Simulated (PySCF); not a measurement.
## Electronic absorption of C2H14GeN2Si2

Species: C2H14GeN2Si2.
SMILES with atom numbers: `[CH3:1][N:2]([CH3:3])[GeH2:4][N:5]([SiH3:6])[SiH3:7]` (hydrogens: H8, H9, H10 on C1; H11, H12, H13 on C3; H14, H15 on Ge4; H16, H17, H18 on Si6; H19, H20, H21 on Si7)

Method: PySCF, TDDFT CAM-B3LYP/def2-SVPD, vertical, gas phase, core orbitals frozen in the response. Geometry: PBE0-D3(BJ)/def2-SVP, one conformer, isolated molecule. Relativistic effects, spin–orbit coupling among them, are left out although an element past zinc is present. Torsions of this conformer, `[CH3:1][N:2]([CH3:3])[GeH2:4][N:5]([SiH3:6])[SiH3:7]`: C1–N2–Ge4–N5 74°, N2–Ge4–N5–Si6 87°.

Question: Predict the UV-vis stick spectrum at this level.

Answer: 

```json
{"state": "S1", "E (eV)": "5.75", "ν̃ (cm⁻¹)": "46340", "f": "0.0071", "main configurations (H = HOMO, L = LUMO)": "H→L (64%), H→L+2 (19%), H→L+1 (10%)"}
{"state": "S2", "E (eV)": "6.01", "ν̃ (cm⁻¹)": "48500", "f": "0.035", "main configurations (H = HOMO, L = LUMO)": "H→L+1 (50%), H→L (18%), H→L+2 (15%)"}
{"state": "S3", "E (eV)": "6.36", "ν̃ (cm⁻¹)": "51340", "f": "0.023", "main configurations (H = HOMO, L = LUMO)": "H→L+2 (34%), H→L+1 (26%), H→L+3 (14%)"}
{"state": "S4", "E (eV)": "6.52", "ν̃ (cm⁻¹)": "52600", "f": "0.0031", "main configurations (H = HOMO, L = LUMO)": "H-1→L (61%), H→L (8%), H-1→L+1 (8%)"}
{"state": "S5", "E (eV)": "6.65", "ν̃ (cm⁻¹)": "53650", "f": "0.0020", "main configurations (H = HOMO, L = LUMO)": "H→L+6 (68%), H→L+4 (22%)"}
{"state": "S6", "E (eV)": "6.80", "ν̃ (cm⁻¹)": "54860", "f": "0.0010", "main configurations (H = HOMO, L = LUMO)": "H→L+3 (32%), H→L+5 (28%), H-1→L+2 (9%)"}
{"state": "S7", "E (eV)": "6.97", "ν̃ (cm⁻¹)": "56190", "f": "0.015", "main configurations (H = HOMO, L = LUMO)": "H→L+7 (59%), H-1→L+1 (12%)"}
{"state": "S8", "E (eV)": "7.11", "ν̃ (cm⁻¹)": "57320", "f": "0.020", "main configurations (H = HOMO, L = LUMO)": "H→L+3 (33%), H→L+5 (23%), H-1→L+1 (12%)"}
{"state": "S9", "E (eV)": "7.16", "ν̃ (cm⁻¹)": "57740", "f": "0.0014", "main configurations (H = HOMO, L = LUMO)": "H→L+8 (54%), H→L+4 (26%)"}
{"state": "S10", "E (eV)": "7.27", "ν̃ (cm⁻¹)": "58640", "f": "0.027", "main configurations (H = HOMO, L = LUMO)": "H-1→L+2 (37%), H→L+9 (27%), H-1→L+1 (8%)"}
```

Triplets, Tamm–Dancoff:

| state | E (eV) | λ (nm) | main configurations (H = HOMO, L = LUMO) |
| --- | --- | --- | --- |
| T1 | 5.47 | 226.5 | H→L (67%), H→L+2 (8%) |
| T2 | 5.77 | 214.8 | H→L+1 (53%), H→L+2 (31%) |
| T3 | 6.03 | 205.8 | H→L+1 (23%), H→L+2 (18%), H-1→L (12%) |
| T4 | 6.17 | 201.0 | H-1→L (47%), H→L (13%), H-1→L+1 (11%) |

The lowest singlet comes at 216 nm (554 kJ/mol) in the ultraviolet; it is weak; its leading configuration is HOMO→LUMO (64%). The most intense listed level is S2 at 6.01 eV (206 nm, f = 0.035), 0.27 eV above S1. Löwdin shares by element: HOMO nitrogen 61%, carbon 17% (atoms not listed hold the other 21%); LUMO silicon 35%, germanium 11%, nitrogen 6% or more (atoms not listed hold the other 48%). The oscillator strengths of these states sum to 0.134; summed over the whole spectrum of an exact calculation they would give the number of electrons, 100 (Thomas–Reiche–Kuhn). Weighted by f, the mean energy of these states is 6.62 eV. Orbital energies (eV): HOMO-3 -10.75, HOMO-2 -10.61, HOMO-1 -8.90, HOMO -7.69, LUMO 0.84, LUMO+1 0.97, LUMO+2 1.38. All these states lie below the vertical ionisation energy of 8.19 eV (ΔSCF). The window holds the lowest 10 singlets.
